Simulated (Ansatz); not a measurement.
Ansatz results at the PBE0-D4/def2-TZVP geometry: zero-point energy (PBE0-D4/def2-TZVP) 165.0 kJ/mol; size of the dipole moment (ωB97M-V/def2-TZVPP) 0.90 D; size of the dipole moment (PBE/def2-TZVPP) 0.35 D.

Task: Which molecule gave them?
A. `[OH][Ge]([OH])[OH]`•
B. `[O][Si](O)(O)Cl`•
C. `[O]B(Cl)Cl`•
D. `C[CH2][Mg]`•

Result: D. The others give `[O][Si](O)(O)Cl`•: 87.8, 2.59, 2.82; `[O]B(Cl)Cl`•: 22.8, 0.61, 1.19; `[OH][Ge]([OH])[OH]`•: 104.3, 1.68, 1.32.
